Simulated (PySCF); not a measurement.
**BLYP on Ag²⁺ (silver, charge +2)**

Configuration: [Kr] 4d9, 2D determinant. All numbers are calculated (PySCF 2.14, the spin-free X2C one-electron Hamiltonian (Gaussian nucleus), in x2c-QZVPPall).

| Quantity | Value |
| --- | --- |
| Total energy | -5314.55 hartree |
| One-electron energy | -7290.17 hartree |
| Hartree (Coulomb) energy | 2125.82 hartree |
| Exchange-correlation energy | -150.20 hartree |
| ⟨S²⟩ | 0.7508 |
| ⟨L²⟩ | 6.011 |
| Sum of ⟨r⟩ | 27.05 bohr |
| Sum of ⟨r²⟩ | 30.16 bohr² |
| Traceless quadrupole moment −½Σ⟨3z² − r²⟩ along its main axis | -0.482 e·bohr² |
| Langevin diamagnetic susceptibility | -23.9 ×10⁻⁶ cm³/mol |

| shell | electrons | mean orbital energy (hartree) | spread (hartree) | rms radius, mean of both spins (bohr) |
| --- | --- | --- | --- | --- |
| 1s α | 1 | -930.28270 | 0 | 0.0357 |
| 1s β | 1 | -930.28269 | 0 | 0.0357 |
| 2s α | 1 | -137.71930 | 0 | 0.146 |
| 2s β | 1 | -137.71223 | 0 | 0.146 |
| 2p α | 3 | -123.69008 | 0.01392 | 0.130 |
| 2p β | 3 | -123.68469 | 0.00836 | 0.130 |
| 3s α | 1 | -25.92634 | 0 | 0.394 |
| 3s β | 1 | -25.92261 | 0 | 0.394 |
| 3p α | 3 | -21.31184 | 0.02616 | 0.396 |
| 3p β | 3 | -21.30760 | 0.02189 | 0.396 |
| 3d α | 5 | -14.00628 | 0.03056 | 0.378 |
| 3d β | 5 | -13.99983 | 0.02080 | 0.378 |
| 4s α | 1 | -4.32756 | 0 | 0.968 |
| 4s β | 1 | -4.29790 | 0 | 0.968 |
| 4p α | 3 | -2.98439 | 0.05402 | 1.06 |
| 4p β | 3 | -2.95413 | 0.02278 | 1.06 |
| 4d α | 5 | -1.07089 | 0.06116 | 1.44 |
| 4d β | 4 | -1.04432 | 0.03405 | 1.44 |

Densities and radii are taken from the X2C orbitals without a picture-change correction, which distorts them close to the nucleus.
